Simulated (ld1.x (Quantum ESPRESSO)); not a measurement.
sulfur (S) RRKJ: all-electron and pseudo phase curves

ld1.x (Quantum ESPRESSO) 7.5 input, shortened:

```
&input
   title='S', zed=16., rel=1, dft='PZ', iswitch=3,
   config='[Ne] 3s2 3p3.5 3d-2'
 /
 &inputp
   pseudotype=2, tm=.false., lloc=2,
   nlcc=.true.
 /
3
3S  1  0   2.00   0.00  1.20  1.20  0.0
3P  2  1   3.50   0.00  1.15  1.15  0.0
3D  3  2  -2.00   0.05  0.95  0.95  0.0
 &test
   configts(1)='3s2 3p3.5'
 /
```

The phase is arctan(r·u′/u) with u = r·R(r), unwrapped; energies in Ry, scanned from -4 to 5 Ry. A pole is an energy at which the radial function vanishes at the test radius. The pseudo phase is shifted by a multiple of π to meet the all-electron one at the reference energy, and phase errors are pseudo minus all-electron; the curves can meet again beyond the range given. Levels narrower than the energy grid can be missing from the lists of poles.

| channel | radius (bohr) | reference energy (Ry) | poles, all-electron | poles, pseudo | unbroken range about the reference energy with phases within 0.05 rad | phase error 1 Ry above the reference energy (rad) |
| --- | --- | --- | --- | --- | --- | --- |
| s | 1.29 | -1.64 | none | none | the whole range | +0.005 |
| p | 1.29 | -0.87 | none | 4.33 | below 0.6 | -0.021 |
| d | 1.29 | 0.05 | none | none | the whole range | +0.000 |

Note: ghost state, extra bound levels that the all-electron valence spectrum of the same l lacks: s at -73.6 eV. A true bound ghost makes a file unfit for plane-wave use.

Phases in the d channel:

```
E (Ry)  all-electron  pseudo
 -4.00         1.185   1.185
 -3.76         1.174   1.174
 -3.52         1.162   1.162
 -3.28         1.149   1.149
 -3.04         1.135   1.135
 -2.80         1.119   1.120
 -2.56         1.103   1.103
 -2.32         1.084   1.084
 -2.08         1.063   1.063
 -1.84         1.040   1.040
 -1.60         1.015   1.015
 -1.36         0.986   0.986
 -1.12         0.953   0.953
 -0.88         0.915   0.915
 -0.64         0.872   0.872
 -0.40         0.822   0.822
 -0.16         0.763   0.763
  0.08         0.695   0.695
  0.32         0.613   0.613
  0.56         0.517   0.517
  0.80         0.403   0.403
  1.04         0.270   0.271
  1.28         0.119   0.120
  1.52        -0.046  -0.045
  1.76        -0.219  -0.218
  2.00        -0.388  -0.387
  2.24        -0.547  -0.545
  2.48        -0.688  -0.687
  2.72        -0.811  -0.809
  2.96        -0.915  -0.914
  3.20        -1.004  -1.002
  3.44        -1.079  -1.077
  3.68        -1.143  -1.141
  3.92        -1.197  -1.195
  4.16        -1.244  -1.242
  4.40        -1.285  -1.283
  4.64        -1.321  -1.319
  4.88        -1.353  -1.351
```
